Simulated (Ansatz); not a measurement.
A structure relaxed at PBE0-D4/def2-TZVP, charge 0, multiplicity 1:

Cartesian coordinates in Å:
```
N 1.4090 0.9552 0.2211
Ta 0.1615 -0.0800 -0.4780
N -1.4994 0.4804 0.4333
O 0.5062 -1.9248 -0.1283
F 0.0132 0.1603 -2.3544
H 2.1786 1.5332 0.5115
H -1.5798 1.2263 1.1053
H -2.3865 0.0094 0.3207
H 1.1974 -2.3601 0.3689
```

(1) Give its formula and SMILES.

(2) Summarise the bond lengths by kind.

## Answers

(1) FH4N2OTa, `[NH]=[Ta]([NH2])([OH])[F]`.

(2) 2 × N–Ta 1.765 to 1.976 Å; 3 × H–N 1.005 to 1.011 Å; 1 × O–Ta 1.909 Å; 1 × F–Ta 1.898 Å; 1 × H–O 0.956 Å.

Program: Ansatz 0.2.0.
